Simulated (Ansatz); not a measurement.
Stepwise reaction of `N[Si](O)(O)S` with hydrogen, as a gas-phase model of exchange steps in deposition or etching. ΔE in kJ/mol; ΔG adds harmonic PBE0-D4 terms to CCSD(T)/CBS, at 1 bar.

Computed with Ansatz on PBE0-D4/def2-TZVP structures; ΔE is electronic, products minus reactants. CBS: MP2 limit from def2 TZ/QZ plus the TZ coupled-cluster correction, frozen cores. This one scheme is used for every species. DFT in def2-TZVPP. B3LYP here is the variant with VWN-RPA as its local correlation; programs differ in this. Each species was taken in one conformer, which may not be the lowest.

```tsv
step	reaction	PBE-D4	B3LYP-D4	ωB97M-V	CCSD(T)/CBS	ΔG(400 K)
1	`N[Si](O)(O)S` + H₂ → `N[SiH](O)S` + H₂O	94.5	101.0	102.0	98.2	95.3
2	`N[SiH](O)S` + H₂ → `N[SiH2]S` + H₂O	87.5	93.3	94.5	90.9	87.7
```

**Question.** By hand: ΔE of the 2 steps together at CCSD(T)/CBS.

**Answer.** (98.2) + (90.9) = 189.1 kJ/mol, or 94.6 kJ/mol a step.

In ΔE each step is lower than the one before. All are uphill at CCSD(T)/CBS. ΔG lies between 87.7 and 95.3 kJ/mol a step. PBE-D4 differs from CCSD(T)/CBS by -3.7 to -3.4 kJ/mol a step. Only this route is followed, and other bonds may react first. Isolated molecules leave out the surface, adducts and barriers. Largest T1 diagnostic: 0.011.
